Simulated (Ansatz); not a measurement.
ClIn, triplet (typed; the unrestricted solution is spin-contaminated), at a GFN2-xTB geometry (such geometries of metal compounds can be far from the true shape) (the spin is typed, not shown lowest) (core potentials on In); HF/def2-SV(P) (Ansatz, an electronic-structure program).

Input for Ansatz:
Ansatz 0.2 input:
```yaml
crystal:
  periodic: [false, false, false]
  atoms:
    - {symbol: In, position_ang: [-0.00000000, -0.00000000, -0.63631162]}
    - {symbol: Cl, position_ang: [0.00000000, 0.00000000, 1.83407468]}
basis:
  gaussian:
    orbitals: def2-SV_P_.json
    occupation: {up: {"A1": 10, "A2": 2, "B1": 5, "B2": 3}, down: {"A1": 9, "A2": 1, "B1": 4, "B2": 4}}
hamiltonian:
  xc: hf
magnetization: {spin_polarized: true, initial_magnetization: 2}
```
The basis file holds def2-SV(P) in the JSON format of the Basis Set Exchange.

The log (banner, timings and long lists left out):

```
Functional definition: HF
497 factors; integrals over basis functions are off by at most 3.4e-4 eV
mean field evaluation 1: about -17628.9964 eV, gradient 1.6e1 eV
mean field evaluation 2: about -17632.2401 eV, gradient 3.0e0 eV
mean field evaluation 4: about -17632.4154 eV, gradient 1.5e-1 eV
mean field evaluation 8: about -17632.4158 eV, gradient 3.8e-6 eV
mean field -17632.41575853 eV, -647.9793274451 hartree, gradient 3.8e-6 eV, S^2 3.008731; 0 other end points of the search recorded, 0 dependent functions left out
reference -17632.41575853 eV, -647.9793274451 hartree; 20, 18 occupied and 24, 26 virtual orbitals, 497 factors
Total energy: -17632.41575853 eV, -647.9793274451 hartree
```
